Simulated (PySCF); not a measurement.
Al(Me)3 cation (C₃H₉Al), SMILES [CH3][Al]([CH3])[CH3] (connectivity only; charge and spin as stated), charge +1, multiplicity 2.

The structure is a stationary point at B3LYP-D3(BJ)/def2-SVP. The spin state was assumed, not searched. The isomer is the one that the SMILES or the coordinates give; other isomers of the formula were not compared.

Level of theory: PySCF 2.14.0 with TDA-PBE/def2-SVPD.

Vertical excitations. The molecule is in vacuum.

Task: Give excitation energies, oscillator strengths and character. (An estimate is asked for; the answer gives what the named calculation found.)

Result: 
```json
[
 {"state": "root 1", "energy (eV)": "1.56", "λ (nm)": "794", "f": "0.027", "main pairs": "β HOMO→LUMO 97 %"},
 {"state": "root 2", "energy (eV)": "3.60", "λ (nm)": "344", "f": "0.000", "main pairs": "β HOMO−3→LUMO 99 %"},
 {"state": "root 3", "energy (eV)": "3.62", "λ (nm)": "343", "f": "0.012", "main pairs": "β HOMO−2→LUMO 92 %"},
 {"state": "root 4", "energy (eV)": "3.79", "λ (nm)": "327", "f": "0.000", "main pairs": "β HOMO−4→LUMO 100 %"},
 {"state": "root 5", "energy (eV)": "3.87", "λ (nm)": "320", "f": "0.017", "main pairs": "β HOMO−5→LUMO 74 %, β HOMO−1→LUMO 23 %"},
 {"state": "root 6", "energy (eV)": "4.03", "λ (nm)": "307", "f": "0.142", "main pairs": "β HOMO−1→LUMO 64 %, β HOMO−5→LUMO 25 %"},
 {"state": "root 7", "energy (eV)": "4.87", "λ (nm)": "255", "f": "0.003", "main pairs": "β HOMO−6→LUMO 99 %"},
 {"state": "root 8", "energy (eV)": "4.91", "λ (nm)": "252", "f": "0.001", "main pairs": "β HOMO−7→LUMO 99 %"},
 {"state": "root 9", "energy (eV)": "5.12", "λ (nm)": "242", "f": "0.000", "main pairs": "α HOMO→LUMO 21 %, α HOMO−1→LUMO 12 %, β HOMO→LUMO+1 67 %"},
 {"state": "root 10", "energy (eV)": "5.38", "λ (nm)": "230", "f": "0.001", "main pairs": "α HOMO→LUMO 58 %, α HOMO−1→LUMO 38 %"}
]
```
Unrestricted roots are not spin-pure.
